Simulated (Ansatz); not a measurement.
Basis-set extrapolation for `O[SiH](O)S[SiH2]Cl` (PBE0-D4/def2-TZVP geometry, frozen core, Ansatz). Multiplicity 1, RHF reference.

```csv
,def2-TZVPP,def2-QZVPP
HF,-1587.879334,-1587.929209
MP2 correlation,-1.083298,-1.178889
CCSD(T) correlation,-1.183455,not run
```

Energies in hartree. Use E(X) = E(∞) + A·exp(−7.88·√X) for Hartree–Fock and E(X) = E(∞) + B·X^(−2.97) for correlation, with X = 3 and 4, and add CCSD(T) minus MP2 of the smaller set to the MP2 limit.

Task: What is the CCSD(T) energy at the basis-set limit?

Result: HF limit: -1587.929209 + (-0.049875) × 0.13774 = -1587.93608. MP2 limit: -1.178889 + (-0.095591) × 0.74074 = -1.24970. Higher-order term: -1.183455 − (-1.083298) = -0.10016. Total: -1589.28594 hartree, 140.0 kcal/mol below CCSD(T)/def2-TZVPP.
